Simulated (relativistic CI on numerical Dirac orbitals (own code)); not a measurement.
Radial parameters of Tl⁴¹⁺

Calculated at this level of theory: Dirac-Coulomb-Breit CI, KLI orbitals optimised for each configuration, model QED (radiative potential, 1s self-energy scaled to tabulated hydrogen-like ionisation energies), unscaled Slater integrals (own radial code, finite nucleus).

Slater integrals F^k, G^k are unscaled and averaged over j, outside the closed core [Ar] 3d10; ζ comes from projecting the Hamiltonian with its Breit term on Σ l·s of the shell.

- 4s2 4p6 4d4: F^2(4d,4d) = 269360, F^4(4d,4d) = 183530, ζ(4d) = 95685 cm⁻¹; <r>(4d) = 0.3717, <r^2>(4d) = 0.158 (bohr units).
- 4s2 4p6 4d3 4f: F^2(4d,4d) = 269190, F^4(4d,4d) = 183410, ζ(4d) = 95581, F^2(4d,4f) = 271680, F^4(4d,4f) = 176600, G^1(4d,4f) = 271700, G^3(4d,4f) = 189930, G^5(4d,4f) = 140360, ζ(4f) = 18022 cm⁻¹; <r>(4d) = 0.3719, <r^2>(4d) = 0.1582, <r>(4f) = 0.3454, <r^2>(4f) = 0.1349 (bohr units).
- 4s2 4p5 4d5: ζ(4p) = 773160, F^2(4d,4d) = 269300, F^4(4d,4d) = 183480, F^2(4p,4d) = 269770, G^1(4p,4d) = 333550, G^3(4p,4d) = 213930, ζ(4d) = 95350 cm⁻¹; <r>(4p) = 0.3713, <r^2>(4p) = 0.1562, <r>(4d) = 0.3717, <r^2>(4d) = 0.158 (bohr units).

Q: Give the Racah parameters of the d shell in 4s2 4p6 4d4.

A: B = F²/49 − 5F⁴/441 = 3416 cm⁻¹ and C = 35F⁴/441 = 14566 cm⁻¹.

Averages of the first 10 configurations, taken without configuration mixing, which lowers the lowest level and can move excited configurations by several eV; other configurations of the list can lie among them:

```csv
Configuration,Parity,States,Average energy above the lowest level (eV)
4s2 4p6 4d4,even,210,75.2
4s2 4p6 4d3 4f,odd,1680,319.8
4s2 4p5 4d5,odd,1512,337.4
4s 4p6 4d5,even,504,565.1
4s 4p6 4d4 4f,odd,5880,807.3
4s2 4p6 4d3 5s,even,240,683.0
4s2 4p6 4d3 5d,even,1200,897.9
4s2 4p6 4d3 5g,even,2160,1080.9
4p6 4d6,even,210,1060.1
4p5 4d7,odd,720,1318.7
```
